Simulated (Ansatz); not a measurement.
Consider the formal exchange of groups at a Ge–C bond: `C/C(F)=[CH]/[GeH3]` + `C[SiH2]Cl` → `Cl[SiH2][GeH3]` + `C/C=C(/C)F`.

Gas-phase electronic energies from Ansatz, PBE0-D4/def2-TZVP geometries. CCSD(T)/CBS is the MP2 limit (def2-TZVPP, def2-QZVPP) plus CCSD(T) − MP2 in def2-TZVPP, frozen cores. Double bonds are as drawn, so ΔE can hold a change between cis and trans. DFT in def2-TZVPP. B3LYP here is the variant with VWN-RPA as its local correlation; programs differ in this. HSE06 is defined as in plane-wave codes. For Ge outer-core shells are correlated without core-valence functions, which leaves a few kJ/mol of doubt a bond. Scalar relativity is left out up to krypton.

```csv
level,ΔE (kJ/mol),difference from CCSD(T)/CBS
B3LYP-D4,15.3,-5.7
HSE06-D4,10.7,-10.3
ωB97M-V,22.8,1.8
B2PLYP,20.5,-0.5
PBE-QIDH,19.4,-1.6
r2SCANh,17.1,-3.9
HF/def2-SVP,18.4,-2.6
HF/def2-TZVPP,22.9,1.9
SCS-MP2/def2-TZVPP,28.2,7.2
HF/def2-QZVPP,22.6,1.6
CCSD(T)/CBS,21.0,0
```

Largest T1 diagnostic among the species: 0.012.

Leaving LDA and LC-ωPBE aside and taking each functional with its dispersion term where it has one, the values, not all of them listed here, spread over 14.6 kJ/mol, from PBE-D4 to ωB97M-V. At CCSD(T), def2-SVP lies −8.2 kJ/mol from the extrapolated value and def2-TZVPP +2.4 kJ/mol. From BLYP to BHLYP (50 % exact exchange), in def2-TZVPP and without D4, ΔE moves by +5.5 kJ/mol.
